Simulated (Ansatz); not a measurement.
Program: Ansatz. Geometries: PBE0-D4/def2-TZVP. ΔE: electronic, gas phase. CBS: MP2 limit from def2 TZ/QZ plus the TZ coupled-cluster correction, frozen cores. Functionals use def2-TZVPP. B3LYP here is the variant with VWN-RPA as its local correlation; programs differ in this. Each species was taken in one conformer, which may not be the lowest.

Consider the redistribution: `O[Si](O)(O)F` + `B[Si](F)(Cl)O[SiH3]` → `B[Si](O)(O)F` + `O[Si](F)(Cl)O[SiH3]`.

`O[Si](O)(O)F`:

Z-matrix (Å, degrees):
```
Si
O 1 1.619
O 1 1.619 2 109.9
O 1 1.619 2 109.9 3 121.0
F 1 1.594 2 109.0 3 -119.5
H 2 0.958 1 118.5 3 178.2
H 3 0.958 1 118.5 2 -60.3
H 4 0.958 1 118.5 2 178.4
```

`B[Si](F)(Cl)O[SiH3]`:

```xyz
11

B     1.942    1.081    1.180
Si    0.871   -0.353    0.300
F     0.893   -1.740    1.080
Cl    1.850   -0.672   -1.481
O    -0.668    0.030    0.022
Si   -2.058   -0.283   -0.804
H     1.724    2.227    0.926
H     2.855    0.814    1.899
H    -3.130   -0.570    0.179
H    -2.411    0.916   -1.600
H    -1.867   -1.449   -1.702
```

`B[Si](O)(O)F`:

```xyz
9

B     1.356   -0.780   -0.476
Si   -0.190    0.339    0.138
O    -1.445   -0.496    0.782
O    -0.801    1.217   -1.086
F     0.394    1.297    1.286
H     1.923   -0.578   -1.507
H     1.752   -1.680    0.205
H    -1.316   -0.921    1.631
H    -1.673    1.601   -0.974
```

`O[Si](F)(Cl)O[SiH3]`:

Cartesian coordinates in Å:
```
O 0.411 -2.075 -1.382
Si 0.377 -0.478 -1.150
F -0.426 0.235 -2.312
Cl 2.285 0.185 -1.226
O -0.325 -0.092 0.241
Si -0.450 0.973 1.489
H -0.391 -2.578 -1.234
H -1.248 0.316 2.551
H 0.902 1.308 1.996
H -1.136 2.204 1.027
```

| level | ΔE (kJ/mol) | difference from CCSD(T)/CBS |
| --- | --- | --- |
| PBE-D4 | 10.8 | -0.1 |
| r2SCAN-D4 | 11.9 | 1.0 |
| PBE0-D4 | 11.6 | 0.7 |
| B3LYP-D4 | 11.3 | 0.4 |
| ωB97X-V | 9.4 | -1.5 |
| ωB97M-V | 10.1 | -0.8 |
| B2PLYP | 11.1 | 0.2 |
| PBE | 11.0 | 0.1 |
| r2SCAN | 11.9 | 1.0 |
| PBE0 | 11.7 | 0.8 |
| B3LYP | 11.5 | 0.6 |
| HF/def2-TZVPP | 12.8 | 1.9 |
| MP2/def2-TZVPP | 11.0 | 0.1 |
| SCS-MP2/def2-TZVPP | 10.8 | -0.1 |
| CCSD/def2-TZVPP | 11.2 | 0.3 |
| CCSD(T)/def2-TZVPP | 11.1 | 0.2 |
| HF/def2-QZVPP | 12.6 | 1.7 |
| MP2/def2-QZVPP | 10.8 | -0.1 |
| SCS-MP2/def2-QZVPP | 10.6 | -0.3 |
| HF/CBS(def2) | 12.6 | 1.7 |
| MP2/CBS(def2) | 10.8 | -0.1 |
| CCSD/CBS(def2) | 11.0 | 0.1 |
| CCSD(T)/CBS | 10.9 | 0 |

Largest T1 diagnostic among the species: 0.012.
